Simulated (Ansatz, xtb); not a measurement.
C5H6O2: which of two isomers lies lower

Structure a is `O=C(O)C=C1CC1`, a singlet and structure b is `O=C(O)[C@@H]1C=CC1`, a singlet. Both are isolated molecules in the gas phase, relaxed with r2SCAN-D4/def2-SVP; the shapes shown needn't be the lowest conformers.

a (Å):

```xyz
13

C     0.0707   -0.6950    1.2307
C    -0.8282    0.0740    0.3462
C    -1.5953   -0.5605   -0.5420
C    -2.0012   -1.8387   -1.1086
C    -2.5937   -0.5167   -1.6082
O     0.2035   -1.8990    1.2481
O     0.7623    0.1252    2.0577
H     1.3229   -0.4582    2.5977
H    -0.8402    1.1637    0.4459
H    -1.2848   -2.3694   -1.7467
H    -2.6266   -2.4979   -0.4952
H    -2.2875   -0.1483   -2.5949
H    -3.6305   -0.2767   -1.3426
```

b (Å):

```yaml
atoms:
  - { symbol: C, position_ang: [-0.1271, 0.2273, 0.1791] }
  - { symbol: C, position_ang: [-1.4648, -0.4653, 0.2458] }
  - { symbol: C, position_ang: [-1.3894, -1.9854, 0.3627] }
  - { symbol: C, position_ang: [-2.0136, -2.1911, -0.8109] }
  - { symbol: C, position_ang: [-2.1796, -0.7170, -1.1156] }
  - { symbol: O, position_ang: [0.4328, 0.6128, -0.8188] }
  - { symbol: O, position_ang: [0.4165, 0.3393, 1.4107] }
  - { symbol: H, position_ang: [1.2875, 0.7554, 1.2846] }
  - { symbol: H, position_ang: [-2.0819, 0.0179, 1.0249] }
  - { symbol: H, position_ang: [-0.9684, -2.6307, 1.1396] }
  - { symbol: H, position_ang: [-2.3138, -3.0937, -1.3529] }
  - { symbol: H, position_ang: [-1.6200, -0.3339, -1.9834] }
  - { symbol: H, position_ang: [-3.2188, -0.3481, -1.1587] }
```

Quicker runs give these differences E(b) − E(a): GFN2-xTB −11.6 kJ/mol; HF/STO-3G −56.3 kJ/mol (at GFN2-xTB geometries); r2SCAN-D4/def2-SVP//GFN2-xTB −6.5 kJ/mol.

**Question.** Estimate E(b) − E(a) at the level CCSD(T)/def2-SVP + ΔMP2/def2-TZVPP.

**Answer.** Calculated at CCSD(T)/def2-SVP + ΔMP2/def2-TZVPP: E(b) − E(a) = −27.4 kJ/mol, so structure b lies lower.

The same difference at several levels:

```csv
level,geometry,E(b) − E(a) (kJ/mol),departure from the last row (kJ/mol),"job, with rough time for the two"
GFN2-xTB,GFN2-xTB,−11.6,+15.8,"optimisation, 0.35 s"
HF/STO-3G,GFN2-xTB,−56.3,−28.8,"single point, 0.86 s"
r2SCAN-D4/def2-SVP//GFN2-xTB,GFN2-xTB,−6.5,+21.0,"single point, 6 s"
r2SCAN-D4/def2-SVP,r2SCAN-D4/def2-SVP,−7.3,+20.1,"optimisation, 64 s"
HF/def2-SVP,r2SCAN-D4/def2-SVP,−13.5,+13.9,part of the CCSD(T) run
MP2/def2-SVP,r2SCAN-D4/def2-SVP,−23.5,+3.9,part of the CCSD(T) run
CCSD(T)/def2-SVP,r2SCAN-D4/def2-SVP,−24.3,+3.1,single point
CCSD(T)/def2-SVP + ΔMP2/def2-TZVPP,r2SCAN-D4/def2-SVP,−27.4,,"single point, 68 s"
```

As drawn, both hold the same kinds of bond in the same numbers. Structure a has a 3-membered ring, b a 4-membered ring.

None of the levels shown reverses the order. The largest departure from CCSD(T)/def2-SVP + ΔMP2/def2-TZVPP is that of HF/STO-3G, 28.8 kJ/mol. The last row adds to CCSD(T) the change of the MP2 difference between the two basis sets, here −3.1 kJ/mol.

With thermal terms from frequencies at re-optimised GFN2-xTB minima (ideal gas, soft modes damped towards free rotors, one conformer each, 298.15 K, 1 atm): the zero-point term adds +2.2 kJ/mol; ΔH is −26.4 and ΔG −23.6 kJ/mol.

The correlated steps freeze 7 core orbitals. Mirror images aren't counted in ΔG. Run with Ansatz 0.2.0, xtb 6.7.1; the last row on 2 threads of Intel(R) Xeon(R) Processor @ 2.70GHz on a shared host.
